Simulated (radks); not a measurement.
Charge is removed step by step from the 1s1/2 level of Cd2+, starting from [Kr] 4d10. Method: Dirac Kohn-Sham, PBE, spin-unpolarised, spherical densities, finite nucleus; Fermi nuclear charge, rms radius 4.6087 fm; computed with a radial shooting solver on a logarithmic mesh with Libxc functionals.

removed (e)  E - E(0) (eV)  eigenvalue (eV)  E minus straight line (eV)
0                    0.000           -26527                       0.000
0.125               3320.9           -26608                     -35.019
0.25                6651.9           -26688                     -59.980
0.375               9992.9           -26768                     -74.904
0.5                13344.0           -26848                     -79.814
0.625              16705.0           -26928                     -74.739
0.75                 20076           -27007                     -59.715
0.875                23457           -27086                     -34.785
1                    26848           -27165                       0.000

Removing the whole electron costs 26848 eV by Delta-SCF, against 26527 eV from minus the eigenvalue at the starting occupation. Slater's transition state (half an electron removed) gives 26848 eV. Integrating minus the eigenvalue over the occupation (Janak's theorem) gives 26848 eV. The mean slope of the eigenvalue, de/dn, is 638 eV per electron.
